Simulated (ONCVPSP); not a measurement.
Ranking ONCV potentials for H (Z = 1)

All share these settings but for the change named:

H (Z = 1), optimised norm-conserving Vanderbilt (ONCV), made with ONCVPSP 4.0.1 (PBE, non-relativistic). Core none, reference 1s1. Waves: 1s: rc 0.75 bohr, ncon 4, nbas 9, qcut 8.9 1/bohr, 2 projectors, debl 0.8 Ha; p scattering state at 0.05 Ha: rc 0.60 bohr, ncon 4, nbas 7, qcut 14 1/bohr, local. Local part: the p channel. Core correction: none.

Cutoff: the first of the cutoffs (Ha) at which the residual kinetic energy of the hardest occupied pseudo-wave falls to 1 and 0.1 mHa per electron; the density cutoff is not measured.

The base gives 24 Ha.

Of 10 variants that were run, those that failed, showed a ghost or another fault, or gave nearly equal values are left out.

A variant can come out equal or close to the base.

**Question.** Rank these variants from softest to hardest (loose cutoff).
A. all radii scaled by about 0.83 (s 0.62, p 0.50 bohr)
B. all radii scaled by about 0.96 (s 0.72, p 0.58 bohr)
C. all radii scaled by about 1.17 (s 0.88, p 0.70 bohr)

**Answer.** C (22 Ha), B (25 Ha), A (29 Ha).
